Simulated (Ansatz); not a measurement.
Ansatz results at the PBE0-D4/def2-TZVP geometry: HOMO–LUMO gap (B3LYP/def2-TZVPP) 7.17 eV; LUMO energy (B3LYP/def2-TZVPP) -0.63 eV; size of the dipole moment (B3LYP/def2-TZVPP) 2.57 D.

(1) Which molecule gave them?
A. `CC(F)(F)[SiH2]F`
B. `C/C=C(\F)SC`
C. `BrB1C[SiH2]O1`
D. `[OH][SnH2][CH2][SiH3]`

## Answers

(1) C. The others give `CC(F)(F)[SiH2]F`: 8.10, -0.40, 1.58; `[OH][SnH2][CH2][SiH3]`: 7.13, -0.59, 1.85; `C/C=C(\F)SC`: 6.07, -0.22, 1.22.

B3LYP here is the variant with VWN-RPA as its local correlation; programs differ in this.
